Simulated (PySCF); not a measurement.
# Correlation energy of Ar (argon, neutral)

[Ar], closed-shell 1S. Calculation: PySCF 2.14, in def2-TZVPPD (6s6p4d1f, 51 functions); the non-relativistic Hamiltonian (point nucleus). Frozen: [Ne]; 8 electrons correlated.

```
  level  correlation energy (mhartree)
   CCSD                        -226.99
    (T)                          -7.19
CCSD(T)                        -234.18
```

Diagnostics: T1 = 0.0023, D1 = 0.0034, largest double amplitude 0.036.

Cost of the coupled-cluster step: of the order of 0.6 core-seconds, for 8 correlated electrons.

Iterations:

```
CC2 = 0
CCSD nocc = 4, nmo = 46
frozen orbitals [0, 1, 2, 3, 4]
max_cycle = 100
direct = 0
conv_tol = 1e-08
conv_tol_normt = 1e-06
diis_space = 8
diis_start_cycle = 0
Init t2, MP2 energy = -527.011908954206  E_corr(MP2) -0.208840307920608
Init E_corr(CCSD) = -0.208840307949559
cycle = 1  E_corr(CCSD) = -0.223201412253206  dE = -0.0143611043  norm(t1,t2) = 0.0214077
cycle = 2  E_corr(CCSD) = -0.226155719475541  dE = -0.00295430722  norm(t1,t2) = 0.00566153
cycle = 3  E_corr(CCSD) = -0.226994512960296  dE = -0.000838793485  norm(t1,t2) = 0.00173478
cycle = 4  E_corr(CCSD) = -0.227002844837177  dE = -8.33187688e-06  norm(t1,t2) = 0.000245751
cycle = 5  E_corr(CCSD) = -0.226988888427241  dE = 1.39564099e-05  norm(t1,t2) = 6.56445e-05
cycle = 6  E_corr(CCSD) = -0.226988874982438  dE = 1.34448029e-08  norm(t1,t2) = 1.05722e-05
cycle = 7  E_corr(CCSD) = -0.226989360794694  dE = -4.85812256e-07  norm(t1,t2) = 2.75632e-06
cycle = 8  E_corr(CCSD) = -0.226989316916757  dE = 4.3877937e-08  norm(t1,t2) = 5.63396e-07
cycle = 9  E_corr(CCSD) = -0.226989308943802  dE = 7.97295513e-09  norm(t1,t2) = 9.58756e-08
CCSD converged
E(CCSD) = -527.0300579552292  E_corr = -0.226989308943802
CCSD(T) correction = -0.00719367202994781
```
